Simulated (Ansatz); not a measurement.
Ansatz (a program for electronic structure) input (revPBE/def2-TZVPD):

Ansatz 0.2 input:
```yaml
crystal:
  periodic: [false, false, false]
  atoms:
    - {symbol: Se, position_ang: [0.01199726, -0.00363999, 1.09864205]}
    - {symbol: I, position_ang: [0.95519835, -1.75199806, -0.36867602]}
    - {symbol: I, position_ang: [-0.96289470, 1.75433315, -0.33611322]}
basis:
  gaussian:
    orbitals: def2-TZVPD
hamiltonian:
  xc: {name: revPBE}
total_charge: 1
magnetization: {spin_polarized: true, initial_magnetization: 1}
output: {forces: true}
```

End of the output:

```
integrals: 0.12 GiB planned
1251 factors; their error is unknown
mean field: 0.86 GiB planned
mean field evaluation 1: about -81540.1222 eV, gradient 1.7e1 eV
mean field evaluation 2: about -81533.7694 eV, gradient 4.0e1 eV
mean field evaluation 4: about -81541.4921 eV, gradient 3.0e0 eV
mean field evaluation 8: about -81541.5506 eV, gradient 8.2e-2 eV
mean field evaluation 16: about -81541.5234 eV, gradient 2.2e-4 eV
mean field evaluation 32: about -81539.9981 eV, gradient 2.7e-3 eV
mean field evaluation 64: about -81541.2451 eV, gradient 5.9e0 eV
mean field -81541.52343706 eV, -2996.5957154822 hartree, gradient 3.7e-5 eV, S^2 0.751788; 9 other end points of the search recorded, 0 dependent functions left out
the calculation of the forces begins
reference -81541.52348323 eV, -2996.5957171789 hartree; 42, 41 occupied and 133, 134 virtual orbitals, 1251 factors
Total energy: -81541.52348323 eV, -2996.5957171789 hartree
Atom 0 at     0.011997    -0.003640     1.098642 Å, force     0.001198    -0.000363     0.109693 eV/Å
Atom 1 at     0.955198    -1.751998    -0.368676 Å, force     0.088815    -0.163269    -0.056365 eV/Å
Atom 2 at    -0.962895     1.754333    -0.336113 Å, force    -0.090012     0.163632    -0.053329 eV/Å
Dipole moment:     0.000427    -0.000129     0.039065 e Å
```
